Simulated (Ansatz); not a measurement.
Species: LaBr$_{3}$ (charge -1, doublet). The spin state was set by rule; other spins were not relaxed. 
Geometry from a B3LYP-D3(BJ)/def2-TZVP (Ansatz, an electronic-structure program) optimisation:
```xyz
4

La     0.0000     0.0000     0.0000
Br    -2.2607    -1.7431    -0.3577
Br    -0.0258     2.6416    -1.1395
Br     2.2865    -0.8985     1.4972
```
Charge -1, spin multiplicity 2.

Total electronic energies in hartree. Cores are frozen in the correlated levels unless marked. Open shells are spin-unrestricted. Spin-orbit coupling is left out. The frozen core is the preceding noble-gas configuration, with the filled d and f shells of earlier blocks. In def2 rows, elements after Kr have scalar-relativistic effective core potentials. CBS(X,Y): correlation extrapolated as X^-3; Hartree-Fock from the larger set. [CCSD(T)-MP2]/basis is that difference in the basis named.

```json
[
 {"level": "HF/def2-SVP", "program": "Ansatz", "energy (Eh)": "-7747.80603"},
 {"level": "r2SCAN-D4/def2-TZVPD", "program": "Ansatz + dftd4", "energy (Eh)": "-7754.35940"},
 {"level": "B3LYP/def2-TZVPD", "program": "Ansatz", "energy (Eh)": "-7754.48297"},
 {"level": "PBE0/def2-TZVPD", "program": "Ansatz", "energy (Eh)": "-7753.48774"},
 {"level": "HSE06-D3(BJ)/def2-TZVPD", "program": "Ansatz + dftd3", "energy (Eh)": "-7753.50525"},
 {"level": "B2GP-PLYP-D4/def2-TZVPD", "program": "Ansatz + dftd4", "energy (Eh)": "-7752.51798"},
 {"level": "RPA@PBE/def2-TZVPP", "program": "Ansatz", "energy (Eh)": "-7749.59889"},
 {"level": "CCSD(T)/def2-SVP", "program": "Ansatz", "energy (Eh)": "-7748.24164"},
 {"level": "RI-MP2/CBS(def2-TZVPPD,def2-QZVPPD)+[CCSD(T)-MP2]/def2-TZVPPD", "program": "Ansatz", "energy (Eh)": "-7749.6047"}
]
```

Totals of different functionals don't rank their quality; only differences between species are comparable.
